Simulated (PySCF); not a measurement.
**Excitation energy of C by level of theory**

C [He] 2s2 2p2 (3P) → C [He] 2s1 2p3 (5S), as a difference of total energies. Computed with PySCF 2.14 in aug-cc-pVQZ, with the non-relativistic Hamiltonian (point nucleus). Correlated levels: valence: 1s2 frozen. The calculations carry no spin-orbit coupling.

| method | excitation energy (cm⁻¹) | error (cm⁻¹) |
| --- | --- | --- |
| UHF | 20766 | -12940 |
| LDA | 32792 | -914 |
| PBE | 33243 | -462 |
| PBE0 | 32399 | -1307 |
| r2SCAN | 29158 | -4547 |
| HSE06 | 32406 | -1299 |
| wB97M-V | 36128 | +2422 |
| B2PLYP | 36803 | +3097 |
| wB97X | 32706 | -1000 |
| MP2 (valence) | 30376 | -3329 |
| SCS-MP2 (valence) | 35187 | +1482 |

Reference: 33706 cm⁻¹ (measured; NIST levels, between the centres of gravity of the two terms).

Errors of the correlated levels include the incompleteness of this basis and the frozen core.
